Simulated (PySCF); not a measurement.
# Telling isomers of C₅H₄ClF₃ apart by NMR

PySCF calculation with NMR shieldings at PBE0/pcSseg-1/GIAO and geometry from GFN2-xTB; single conformer, no solvent, one averaged value for each set of equivalent atoms, relativity neglected.

Shifts are taken against calculated references (same method and geometry level): ¹H (31.72 ppm), ¹³C (186.93 ppm) against TMS. Splittings of carbon signals by F and P are missing where no couplings were computed. Where no couplings were computed, multiplicities follow the n + 1 count of equivalent neighbours, and m marks all less simple cases (inequivalent or close neighbours, rings, F or P nearby). Shifts are as computed. Against solution values, carbons near 30 ppm lie about +3 ppm off and those near 130 ppm about +5 ppm; carbons on Cl a further +6 ppm. Of 1211 compounds with measured shifts, 218 miss one by over three times the rms of a fit or turn the order of signals round; such compounds aren't used in these exercises. Carbons bonded to Cl come out too deshielded.

(1) Tabulate the signals of `FC(F)=C(F)C1(Cl)CC1`, `FC(F)(F)[C@@]12C[C@@H]1[C@@H]2Cl` and their relative energies.

(2) What is the quickest way to tell FC(F)=C(F)C1(Cl)CC1 from FC(F)(F)[C@@]12C[C@@H]1[C@@H]2Cl?

Results:

(1) 
```json
{"SMILES": "FC(F)=C(F)C1(Cl)CC1", "carbon types": "3×C 2×CH2", "δC": "168.9, 137.0, 40.4, 19.0", "δH": "1.44 (m, 2H), 1.23 (m, 2H)", "E rel. (kcal/mol)": "15.2"}
{"SMILES": "FC(F)(F)[C@@]12C[C@@H]1[C@@H]2Cl", "carbon types": "2×C 2×CH 1×CH2", "δC": "134.9, 67.3, 31.4, 22.4, 21.5", "δH": "4.61 (m, 1H), 2.60 (m, 1H), 2.23 (m, 1H), 2.04 (m, 1H)", "E rel. (kcal/mol)": "0.0"}
```

Energies are electronic energies at PBE0/pcSseg-1 on these geometries, without zero-point or thermal terms, each for the one conformer computed, which needn't be the lowest.

(2) Count the carbon signals: 4 against 5. The first has a fully substituted alkene carbon (C) at 168.9 ppm, the second a three-membered-ring carbon (CH) at 67.3 ppm. Their most deshielded carbons lie at 168.9 and 134.9 ppm. In the proton spectra the most deshielded non-exchanging signals are 1.44 (m, 2H) and 4.61 (m, 1H).
